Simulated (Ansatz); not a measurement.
CH$_{5}$FGeN (`C[NH][GeH][F]`) radical. Charge 0, multiplicity 2. Geometry: relaxed with PBE0-D4/def2-TZVP. It is one conformer, not always the lowest.

```xyz
9

C    -0.589   -0.858   -0.728
N    -0.081    0.430   -0.308
Ge    1.152    0.594    1.038
F     1.256    2.334    1.224
H     0.044   -1.369   -1.464
H    -0.691   -1.516    0.139
H    -1.586   -0.743   -1.163
H     0.033    1.084   -1.070
H     0.462    0.043    2.333
```

**Question.** What is the dipole moment at PBE/def2-TZVPP? (Estimate.)

**Answer.** Computed: 2.96 D, with components (-0.82, -2.25, -1.74) D in this frame, pointing from negative to positive charge.

**Question.** And with r2SCAN, B3LYP, ωB97M-V? (An estimate is asked.)

**Answer.** The calculation gave: r2SCAN 2.98 D, B3LYP 3.04 D, ωB97M-V 2.88 D.

**Question.** Give the Mulliken charges with PBE, r2SCAN, ωB97M-V in def2-TZVPP. (Estimate.)

**Answer.** Ansatz gave: 
```tsv
atom	PBE	r2SCAN	ωB97M-V
C1	-0.19	-0.03	-0.23
N2	-0.26	-0.32	-0.30
Ge3	0.39	0.46	0.47
F4	-0.35	-0.39	-0.39
H5	0.10	0.06	0.12
H6	0.09	0.05	0.11
H7	0.10	0.06	0.12
H8	0.14	0.14	0.11
H9	-0.04	-0.04	-0.01
```

B3LYP here is the variant with VWN-RPA as its local correlation; programs differ in this.
